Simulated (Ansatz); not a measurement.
Species: C2H6ClSi, SMILES `[CH](C)[SiH2]Cl` (C–C–Si–Cl torsion 180°) (charge 0, multiplicity 2), formula C₂H₆ClSi.

How many basis functions does frozen-core CCSD(T)/def2-TZVPP // B3LYP-D3(BJ)/def2-TZVP (Ansatz, a quantum-chemistry and plane-wave program) use, how many core orbitals are frozen, and how many electrons are correlated?

230 basis functions and 12 frozen orbitals, which leaves 25 correlated electrons. Core time is of the order of minutes.
